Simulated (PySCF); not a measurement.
**Ionisation energy of Ge²⁺ by level of theory**

Ge²⁺ [Ar] 3d10 4s2 → Ge³⁺ [Ar] 3d10 4s1 [4s1/2^1, M_J = 1/2], as a difference of total energies. Computed with PySCF 2.14 in x2c-SVPall-2c (5s6p3d, 38 functions), with the two-component X2C-1e Hamiltonian. Correlated levels: [Ne] frozen. "Screened" scales the spin-orbit matrix elements by Boettger's factors to mimic the two-electron term; Breit and QED terms are absent.

| method | ionisation energy (eV) | error (eV) |
| --- | --- | --- |
| GHF (screened spin-orbit) | 32.212 | -1.846 |
| GMP2 (screened spin-orbit) | 33.147 | -0.911 |

Reference: 34.058 eV (measured; NIST Atomic Spectra Database, ionization energies).

Errors of the correlated levels include the incompleteness of this basis and the frozen core.

MP2 underrates the near-degeneracy of ns² with np² in the lower species.
